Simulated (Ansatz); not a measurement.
```yaml
crystal:
  periodic: [false, false, false]
  atoms:
    - {symbol: N, position_ang: [-0.811179, 0.670592, -1.140511]}
    - {symbol: Si, position_ang: [-0.241130, -0.129604, 0.286588]}
    - {symbol: O, position_ang: [1.618370, -0.414103, 0.061893]}
    - {symbol: F, position_ang: [-0.905795, -1.476652, 0.553057]}
    - {symbol: H, position_ang: [-1.297607, 1.528660, -0.859202]}
    - {symbol: H, position_ang: [-0.263429, 0.376702, 1.618020]}
    - {symbol: H, position_ang: [1.851686, -0.535121, -0.827724]}
basis:
  gaussian: {orbitals: cc-pVTZ}
magnetization: {spin_polarized: true, initial_magnetization: 1}
hamiltonian: {xc: {name: r2SCAN}, pseudopotentials: {relativity: none}}
scf: {lower_state_search: full}
relax: {f_tol: 0.0001, max_steps: 3}
```

```sh
$ ansatz run in.yaml --threads 2 --pin off --events-out ev --progress --plain --max-ram 32768MiB --backend cpu
```

It prints (some lines left out):

```
Functional definition: r2SCAN
943 factors; their error is unknown
mean field evaluation 1: about -14172.2270 eV, gradient 5.1e1 eV
mean field evaluation 2: about -14138.6516 eV, gradient 9.9e1 eV
mean field evaluation 4: about -14180.3722 eV, gradient 5.6e0 eV
mean field evaluation 8: about -14180.5171 eV, gradient 1.8e-1 eV
mean field evaluation 16: about -14180.4752 eV, gradient 2.1e-3 eV
mean field evaluation 64: about -14180.4752 eV, gradient 1.0e-3 eV
mean field -14180.47518896 eV, -521.1228513228 hartree, gradient 3.2e-5 eV, S^2 0.755815; 5 other end points of the search recorded, 0 dependent functions left out
reference -14180.47519980 eV, -521.1228517215 hartree; 21, 20 occupied and 145, 146 virtual orbitals, 943 factors
relax step   1: F+E_penalty+E_count = -14180.47518896 eV  Δ(F+E_penalty+E_count) = +0.000e0 eV  max|allowed force component| = 5.750e0 eV/Å  Δτ_max = 0.0000 Å  (150 SCF iters, accepted)
943 factors; their error is unknown
mean field -14181.19130763 eV, -521.1491681986 hartree, gradient 5.8e-5 eV, S^2 0.755392; 0 other end points of the search recorded, 0 dependent functions left out
reference -14181.19131839 eV, -521.1491685942 hartree; 21, 20 occupied and 145, 146 virtual orbitals, 943 factors
relax step   2: F+E_penalty+E_count = -14181.19130763 eV  Δ(F+E_penalty+E_count) = -7.161e-1 eV  max|allowed force component| = 3.904e0 eV/Å  Δτ_max = 0.1473 Å  (41 SCF iters, accepted)
943 factors; their error is unknown
mean field -14181.27750694 eV, -521.1523359648 hartree, gradient 4.3e-5 eV, S^2 0.754976; 0 other end points of the search recorded, 0 dependent functions left out
reference -14181.27751753 eV, -521.1523363542 hartree; 21, 20 occupied and 145, 146 virtual orbitals, 943 factors
relax step   3: F+E_penalty+E_count = -14181.27750694 eV  Δ(F+E_penalty+E_count) = -8.620e-2 eV  max|allowed force component| = 3.661e0 eV/Å  Δτ_max = 0.1319 Å  (47 SCF iters, accepted)
Error: geometry relaxation did not converge after 3 steps: max|allowed force component| = 3.66e0 eV/Å (threshold 1.0e-4). Raise `relax.max_steps` over both its present limit and 3, loosen `relax.f_tol`, or start from a geometry closer to equilibrium. Where this run's directory can be resumed (`checkpoint.write`), a resume goes on for up to `relax.max_steps` more
```

In this input the relaxation is allowed too few steps for its threshold. The run did not converge.
